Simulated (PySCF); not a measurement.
Sn(Cl)(SH)3 (ClH₃S₃Sn), SMILES [Cl][Sn]([SH])([SH])[SH].

The structure is a stationary point at B3LYP-D3(BJ)/def2-SVP. The structure was generated by enumeration; whether it is a known compound was not checked. The def2 effective core potentials stand for the cores of Sn; spin–orbit coupling is left out. One conformer was computed; it need not be the lowest.

Level of theory: PySCF with TDA-LC-ωPBE/def2-SVPD.

Vertical excitations. Gas-phase values at a fixed geometry.

Computed excitation energies, oscillator strengths and character:
```json
[
 {"state": "S1", "energy (eV)": "4.80", "λ (nm)": "258", "f": "0.021", "main pairs": "HOMO→LUMO 77 %"},
 {"state": "S2", "energy (eV)": "4.80", "λ (nm)": "258", "f": "0.022", "main pairs": "HOMO−1→LUMO 77 %"},
 {"state": "S3", "energy (eV)": "4.89", "λ (nm)": "254", "f": "0.035", "main pairs": "HOMO−2→LUMO 83 %"},
 {"state": "S4", "energy (eV)": "6.09", "λ (nm)": "203", "f": "0.104", "main pairs": "HOMO−4→LUMO 49 %, HOMO−3→LUMO 22 %, HOMO−6→LUMO 10 %"},
 {"state": "S5", "energy (eV)": "6.09", "λ (nm)": "203", "f": "0.104", "main pairs": "HOMO−3→LUMO 49 %, HOMO−4→LUMO 22 %, HOMO−5→LUMO 10 %"},
 {"state": "S6", "energy (eV)": "6.61", "λ (nm)": "188", "f": "0.035", "main pairs": "HOMO→LUMO+1 31 %, HOMO−2→LUMO+2 9 %, HOMO−2→LUMO+6 6 %, HOMO→LUMO+2 5 %"},
 {"state": "S7", "energy (eV)": "6.61", "λ (nm)": "187", "f": "0.035", "main pairs": "HOMO−1→LUMO+1 31 %, HOMO−2→LUMO+3 9 %, HOMO−2→LUMO+5 5 %"},
 {"state": "S8", "energy (eV)": "6.63", "λ (nm)": "187", "f": "0.036", "main pairs": "HOMO−2→LUMO+1 29 %, HOMO−1→LUMO+3 17 %, HOMO→LUMO+2 16 %, HOMO−1→LUMO+5 6 %"},
 {"state": "S9", "energy (eV)": "6.87", "λ (nm)": "181", "f": "0.080", "main pairs": "HOMO−6→LUMO 32 %, HOMO−5→LUMO 19 %, HOMO→LUMO+4 15 %, HOMO−2→LUMO+2 8 %"},
 {"state": "S10", "energy (eV)": "6.87", "λ (nm)": "181", "f": "0.080", "main pairs": "HOMO−5→LUMO 32 %, HOMO−6→LUMO 19 %, HOMO−1→LUMO+4 14 %, HOMO−2→LUMO+3 8 %"},
 {"state": "T1", "energy (eV)": "4.23", "λ (nm)": "293", "f": "0", "main pairs": "HOMO→LUMO 84 %"},
 {"state": "T2", "energy (eV)": "4.24", "λ (nm)": "293", "f": "0", "main pairs": "HOMO−1→LUMO 84 %"},
 {"state": "T3", "energy (eV)": "4.30", "λ (nm)": "288", "f": "0", "main pairs": "HOMO−2→LUMO 82 %"},
 {"state": "T4", "energy (eV)": "5.10", "λ (nm)": "243", "f": "0", "main pairs": "HOMO−3→LUMO 78 %"}
]
```
Triplets are in the Tamm–Dancoff approximation.
